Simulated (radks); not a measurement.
Valence configurations of Co I (all share [Ar]). All-electron calculation, non-relativistic Kohn-Sham, r2SCAN, spin-polarised, spherical densities, point nucleus; open shells are filled with parallel spins first; meta-GGA in the generalised Kohn-Sham scheme. Program: a radial shooting solver on a logarithmic mesh with Libxc functionals. Energies are relative to 3d7 4s2; eigenvalues in eV for spin up.

| valence | E (eV) | moment (Bohr magnetons) | e(3d) | e(4p) | e(4s) |
|---|---|---|---|---|---|
| 3d7 4s2 | 0.000 | 3 | -10.297 | - | -5.824 |
| 3d8 4s1 | -0.384 | 3 | -5.340 | - | -5.003 |
| 3d7 4s1 4p1 | 2.874 | 5 | -11.640 | -2.622 | -7.478 |
| 3d7.5 4s1 4p0.5 | 0.878 | 4 | -8.351 | -1.844 | -6.279 |
| 3d7.5 4s1.5 | -0.341 | 3 | -7.693 | - | -5.433 |
| 3d8.5 4s0.5 | 0.721 | 2 | -3.614 | - | -4.048 |
| 3d6 4s2 4p1 | 7.041 | 5 | -17.950 | -3.096 | -8.515 |
| 3d6.5 4s2 4p0.5 | 3.043 | 4 | -14.047 | -2.239 | -7.207 |
| 3d7.5 4p1.5 | 5.220 | 4 | -10.018 | -2.627 | - |
| 3d7 4p2 | 7.697 | 5 | -13.198 | -3.301 | - |

NIST lists [Ar] 3d7 4s2 as the ground configuration; this level of theory puts 3d8 4s1 lower, by 0.384 eV. The energies are those of spherical high-spin densities, not of single terms.
